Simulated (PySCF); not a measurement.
Molecule: C₂H₆Mg (charge 0, singlet). 
Coordinates optimised at B3LYP-D3(BJ)/def2-TZVP (Ansatz):
SMILES: [Mg]([CH3])[CH3]
```xyz
9

Mg     0.0000     0.0000     0.0000
C      1.6122     0.2408    -1.3132
H      2.3583    -0.5500    -1.1895
H      2.1256     1.1941    -1.1555
H      1.2910     0.2184    -2.3590
C     -1.6122    -0.2408     1.3132
H     -2.1921    -1.1399     1.0838
H     -2.3028     0.6068     1.2681
H     -1.2801    -0.3294     2.3521
```

Dispersion corrections to the total energy (kcal/mol) from the dftd3 and dftd4 libraries through PySCF: D3(BJ) without and D4 with the three-body term, each with the damping fitted for the functional named.

| functional | D3(BJ) | D4 |
|---|---|---|
| LC-wPBE | -2.63 | -2.48 |
| BLYP | -6.04 | (withheld) |
| B2GP-PLYP | -2.13 | -0.93 |
| PBE0 | (withheld) | -1.87 |
| r2SCAN | -0.74 | -0.56 |
| BP86 | -4.52 | -2.94 |
| HF | (withheld) | -8.69 |

Question: Fill in the missing entries.

Answer: 
- BLYP, D4: -5.01
- PBE0, D3(BJ): -2.38
- HF, D3(BJ): -24.55
